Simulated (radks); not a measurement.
Question: Sn IX, 42 electrons, occupied as [Kr] 4d(3/2: 4, 5/2: 2). Method: Dirac Kohn-Sham, PBE, spin-unpolarised, spherical densities, finite nucleus; Fermi nuclear charge, rms radius 4.6519 fm; computed with a radial shooting solver on a logarithmic mesh with Libxc functionals.

Spin-orbit splittings of the eigenvalues, e(l+1/2) - e(l-1/2), with zeta = 2 splitting/(2l+1) and mean radii in bohr:

shell  occ.  splitting (eV)  zeta (eV)  <r> j=l-1/2  <r> j=l+1/2
2p        6           230.6      153.8       0.1058       0.1112
3p        6           42.25      28.16       0.3294       0.3406
3d       10           8.738      3.495       0.3117       0.3153
4p        6               ?          ?       0.8312       0.8555
4d        6           1.359     0.5437       0.9524       0.9605

Estimate the 4p splitting.

Answer: 8.305 eV (zeta = 5.536 eV).
